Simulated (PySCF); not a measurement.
A calculated (UHF, PySCF 2.14, 6-31G*, the non-relativistic Hamiltonian (point nucleus)) atom or ion has these occupied shells.

| shell | electrons | orbital energy (eV) | rms radius, mean of both spins (bohr) |
| --- | --- | --- | --- |
| 1s α | 1 | -11771.5 | 0.0537 |
| 1s β | 1 | -11771.3 | 0.0537 |
| 2s α | 1 | -1533.4 | 0.223 |
| 2s β | 1 | -1533.3 | 0.223 |
| 2p α | 3 | -1366.0 | 0.198 |
| 2p β | 3 | -1365.8 | 0.198 |
| 3s α | 1 | -219.27 | 0.650 |
| 3s β | 1 | -218.88 | 0.650 |
| 3p α | 3 | -160.86 | 0.671 |
| 3p β | 3 | -160.32 | 0.671 |
| 3d α | 5 | -57.583 | 0.750 |
| 3d β | 5 | -57.306 | 0.750 |
| 4s α | 1 | -22.230 | 2.18 |
| 4s β | 1 | -15.125 | 2.18 |
| 4p α | 3 | -10.070 | 2.70 |

(1) Name the element and its charge.

Results:

(1) As (arsenic, neutral), in [Ar] 3d10 4s2 4p3, high-spin 4S determinant.
